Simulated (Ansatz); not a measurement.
C₈H₁₁IS⁻, that is dimethylphenylsulfonium iodide with one electron more. Total charge -1; doublet. Geometry PBE0-D4/def2-SVP; atoms count from 1.

```xyz
21

C     1.866    1.278   -0.811
S     1.298   -0.383   -0.288
C     0.941   -0.994   -1.976
C    -0.163   -0.228    0.566
C    -0.269   -0.840    1.858
C    -1.428   -0.738    2.587
C    -2.555   -0.024    2.086
C    -2.454    0.577    0.818
C    -1.303    0.495    0.057
H     2.172    1.802    0.103
H     2.719    1.125   -1.503
H     1.041    1.810   -1.306
H     1.885   -0.922   -2.552
H     0.611   -2.035   -1.864
H     0.149   -0.383   -2.429
H     0.589   -1.391    2.256
H    -1.480   -1.215    3.571
H    -3.473    0.054    2.671
H    -3.310    1.131    0.417
H    -1.261    0.975   -0.924
I     4.425   -0.093   -3.338
```

In the def2 sets I takes a core potential; there is no spin–orbit coupling. In the doublet geometry the species has come apart into loosely held pieces.

Question: Estimate the Mulliken populations from the PBE0/def2-TZVP orbitals of Ansatz.

Answer: 
```
atom  charge (e)  spin (α − β)
  C1       -0.33          0.05
  S2        0.15          0.13
  C3       -0.33          0.05
  C4        0.12          0.16
  C5       -0.21          0.12
  C6       -0.12         -0.04
  C7       -0.21          0.40
  C8       -0.11         -0.14
  C9       -0.28          0.29
 H10        0.12          0.00
 H11        0.18          0.00
 H12        0.12          0.00
 H13        0.18          0.00
 H14        0.12          0.00
 H15        0.12          0.00
 H16        0.09         -0.01
 H17        0.07          0.00
 H18        0.07         -0.03
 H19        0.07          0.01
 H20        0.09         -0.02
 I21       -0.90          0.00
```
Mulliken values depend strongly on the basis.

Question: Where does the spin sit?

Answer: Summed by element: C 0.91, S 0.13, H -0.04, I 0.00, of 1 unpaired in all. Largest on single atoms: C7 0.40, C9 0.29, C4 0.16.

Question: And the Mayer bond orders between heavy atoms (over 0.3)?

Answer: C1–S2 0.92 (1.83 Å); S2–C3 0.92 (1.83 Å); S2–C4 1.19 (1.70 Å); C4–C5 1.17 (1.43 Å); C4–C9 1.12 (1.44 Å); C5–C6 1.62 (1.37 Å); C6–C7 1.23 (1.42 Å); C7–C8 1.35 (1.41 Å); C8–C9 1.56 (1.38 Å).
